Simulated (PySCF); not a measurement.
C3H2N3, SMILES c1ncn[c]n1, multiplicity 2.

Coordinates come from a B3LYP-D3(BJ)/def2-SVP optimisation. The isomer is the one that the SMILES or the coordinates give; other isomers of the formula were not compared.

Computed with PBE/def2-TZVP run with PySCF.

Isolated molecule, no solvent.

```json
{
 "total_energy": "-279.46964 hartree",
 "point_group": "C2v",
 "α spin, highest occupied and lowest empty level": "-5.42 and -3.11 eV",
 "β spin, highest occupied and lowest empty level": "-6.86 and -3.53 eV",
 "dipole_moment": "1.60 D",
 "quadrupole, principal values (traceless, Buckingham form, about the centre of nuclear charge)": "-5.43, 2.25, 3.18 D·Å",
 "mean_static_polarisability": "50.2 bohr³ (7.44 Å³)",
 "polarisability_principal_values": "30.1, 59.9, 60.7 bohr³",
 "⟨S²⟩": "0.754 (pure state 0.75)"
}
```
